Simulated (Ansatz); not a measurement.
Consider the isomerisation: `[SiH3]OC([SiH3])S` → `CO[SiH2]S[SiH3]`.

Program: Ansatz. Geometries: PBE0-D4/def2-TZVP. ΔE: electronic, gas phase. CCSD(T)/CBS is the MP2 limit (def2-TZVPP, def2-QZVPP) plus CCSD(T) − MP2 in def2-TZVPP, frozen cores. Functionals use def2-TZVPP. B3LYP here is the variant with VWN-RPA as its local correlation; programs differ in this. One conformer a species, not always the lowest.

`[SiH3]OC([SiH3])S`:

Z-matrix (Å, degrees):
```
Si
O 1 1.659
H 1 1.488 2 110.1
H 1 1.482 2 104.5 3 -118.7
H 1 1.483 2 112.5 3 122.5
C 2 1.404 1 123.8 3 -40.5
S 6 1.817 2 114.5 1 -45.6
Si 6 1.896 2 109.0 1 -169.8
H 6 1.099 2 110.5 1 69.4
H 7 1.345 6 96.9 2 -71.6
H 8 1.486 6 107.8 2 69.4
H 8 1.484 6 109.0 2 -171.2
H 8 1.486 6 110.2 2 -50.5
```

`CO[SiH2]S[SiH3]`:

```xyz
13

C     0.450    0.991   -1.785
O    -0.677    0.144   -1.800
Si   -1.102   -0.831   -0.561
S    -1.457    0.248    1.251
Si    0.409   -0.169    2.205
H     0.364    1.747   -0.999
H     1.375    0.424   -1.629
H     0.508    1.493   -2.751
H    -0.023   -1.819   -0.277
H    -2.361   -1.481   -0.976
H     0.447    0.669    3.428
H     1.550    0.186    1.321
H     0.519   -1.602    2.573
```

Problem. Is it downhill or uphill in electronic energy at CCSD(T)/CBS, and by how much? (Best estimate.)

Solution. The calculation gave: Downhill: ΔE = -1.91 eV.

Problem. What do these levels give: PBE-D4, r2SCAN-D4, B3LYP-D4, PBE, PBE0, MP2/def2-TZVPP, CCSD/def2-TZVPP, CCSD(T)/def2-TZVPP, HF/def2-QZVPP, SCS-MP2/def2-QZVPP, HF/CBS(def2), MP2/CBS(def2)? (Best estimate.)

Solution. The calculation gave: PBE-D4 -1.85, r2SCAN-D4 -1.94, B3LYP-D4 -1.86, PBE -1.86, PBE0 -1.94, MP2/def2-TZVPP -1.94, CCSD/def2-TZVPP -1.89, CCSD(T)/def2-TZVPP -1.87, HF/def2-QZVPP -2.01, SCS-MP2/def2-QZVPP -1.93, HF/CBS(def2) -2.01, MP2/CBS(def2) -1.98 eV.

Largest T1 diagnostic among the species: 0.012.

From PBE to PBE0 (25 % exact exchange), in def2-TZVPP and without D4, ΔE moves by −0.08 eV. In def2-TZVPP, CCSD(T) changes the Hartree–Fock value by +0.14 eV (the triples alone add +0.02 eV) and MP2 by +0.07 eV.
